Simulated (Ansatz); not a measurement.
def2 core potentials replace the inner electrons of Sn.

Species: C₂H₆O₃Sn, SMILES `C=[CH][Sn]([OH])([OH])[OH]` with one electron removed (charge 1, multiplicity 2).

Give a relaxed geometry from PBE0-D3(BJ)/def2-SVP run with Ansatz (a first-principles code).

Several could match; the one computed here: the end point of this relaxation, one of several conformers (outside a Z-matrix the atoms follow the SMILES, hydrogens last).
Z-matrix (Å, degrees):
```
Sn
O 1 1.9357
H 2 0.9696 1 114.68
O 1 1.9514 2 113.15 3 4.11
H 4 0.9696 1 115.77 2 157.69
O 1 1.9517 2 116.13 3 148.80
H 6 0.9686 1 116.22 2 -52.56
C 1 2.2737 2 108.89 3 -108.14
C 8 1.3359 1 113.16 2 -102.15
H 8 1.0992 9 131.09 6 178.95
H 9 1.1019 8 122.70 10 154.24
H 9 1.1054 11 117.09 8 -174.50
```
